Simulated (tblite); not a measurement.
C6H12FOP.
Cartesian coordinates in Å at the GFN2-xTB level; atoms count from 1:
```
atom  x, y, z in Å
C1     2.341   -0.593    0.979
O2     1.250    0.286    0.838
C3     0.747    0.423   -0.472
C4    -0.064    1.716   -0.501
P5    -1.475    1.722    0.716
C6    -2.215    0.075    0.255
C7    -1.205   -1.062    0.153
C8    -0.154   -0.748   -0.899
F9     0.617   -1.873   -1.143
H10    2.669   -0.500    2.013
H11    3.161   -0.308    0.309
H12    2.065   -1.631    0.775
H13    1.586    0.488   -1.187
H14   -0.462    1.896   -1.504
H15    0.587    2.554   -0.241
H16   -0.712    1.234    1.776
H17   -2.738    0.206   -0.698
H18   -2.970   -0.162    1.009
H19   -1.710   -1.992   -0.121
H20   -0.707   -1.212    1.113
H21   -0.623   -0.505   -1.862
```

Level: GFN2-xTB in tblite, geometry and Hessian alike; calculated harmonic values, unscaled, isolated species. The method is semi-empirical: single wavenumbers can be off by several per cent or more. Modes of hydrogen on phosphorus can be 10 to 20 % off. One conformer, not necessarily the lowest.

Harmonic wavenumbers (cm⁻¹): 71.9, 111.3, 124.0, 203.1, 219.0, 265.2, 303.5, 313.0, 349.8, 354.7, 469.8, 585.1, 619.7, 662.2, 700.6, 726.4, 764.3, 857.1, 893.6, 901.3, 961.1, 1018.5, 1028.5, 1038.0, 1054.1, 1075.0, 1104.3, 1131.9, 1149.8, 1156.3, 1180.7, 1197.3, 1242.3, 1272.0, 1275.8, 1284.7, 1302.5, 1321.5, 1350.1, 1411.6, 1432.7, 1446.9, 1470.4, 1472.8, 1488.7, 2326.9, 2829.4, 2907.2, 2921.9, 2933.2, 2953.0, 2961.2, 2963.5, 2967.8, 2974.0, 2988.1, 3024.3.

A = 1945, B = 1154, C = 903.8 MHz; mass 150.061 u (most abundant isotopes); point group C1, symmetry number 1.

Task: What is the zero-point energy?

Result: ½Σν̃ = 37557 cm⁻¹ = 449.28 kJ/mol.

Task: Entropy at 500 K, 1 bar (ideal gas, RRHO, classical rotation)?

Result: Translation 182.10, rotation 129.67, vibration 196.27: S = 508.0 J/(mol K).

Task: And Cp and H(500 K) − H(0)?

Result: Cp = 254.40 J/(mol K), of which vibrations give 221.14 (their classical limit is 57 R = 473.9); H(500 K) − H(0) = 70.52 kJ/mol without the zero-point energy, 53.89 from vibrations.

Task: Which modes carry the vibrational entropy at 500 K?

Result: 71.9 cm⁻¹: 21.43; 111.3 cm⁻¹: 17.82; 124.0 cm⁻¹: 16.93; 203.1 cm⁻¹: 12.90; 219.0 cm⁻¹: 12.29; 265.2 cm⁻¹: 10.76 J/(mol K); the other 51 give 104.15 together.

Task: What must be added to the electronic energy to get the Gibbs energy at 500 K and 1 bar?

Result: ZPE + [H(500 K) − H(0)] − T·S = 449.28 + 70.52 − 254.02 = 265.78 kJ/mol.

Task: How do the functions run with temperature in this model?

Result: 
```json
{"T (K)": "100", "S (J/(mol K))": "282.5", "Cp (J/(mol K))": "72.5", "H − H(0) (kJ/mol)": "4.92", "G − H(0) (kJ/mol)": "-23.34", "ln q(vib)": "1.01"}
{"T (K)": "200", "S (J/(mol K))": "346.3", "Cp (J/(mol K))": "116.2", "H − H(0) (kJ/mol)": "14.37", "G − H(0) (kJ/mol)": "-54.90", "ln q(vib)": "3.18"}
{"T (K)": "300", "S (J/(mol K))": "402.2", "Cp (J/(mol K))": "163.7", "H − H(0) (kJ/mol)": "28.31", "G − H(0) (kJ/mol)": "-92.35", "ln q(vib)": "5.57"}
{"T (K)": "800", "S (J/(mol K))": "648.6", "Cp (J/(mol K))": "342.4", "H − H(0) (kJ/mol)": "161.28", "G − H(0) (kJ/mol)": "-357.60", "ln q(vib)": "18.39"}
{"T (K)": "1000", "S (J/(mol K))": "729.3", "Cp (J/(mol K))": "379.9", "H − H(0) (kJ/mol)": "233.72", "G − H(0) (kJ/mol)": "-495.55", "ln q(vib)": "23.33"}
```

q(vib) and H(0) count from the zero-point level.

Hindered rotation and anharmonicity are outside this model. Other conformers, if any are populated, would add a mixing term that is left out. The structure is chiral; the term R ln 2 for an equal mix with its mirror image is left out.

Time: 0.67 s. Hardware: an Intel Xeon 6975P-C with one thread, shared host with 192 logical CPUs at a one-minute load of 17. The figure is for the frequency step alone.
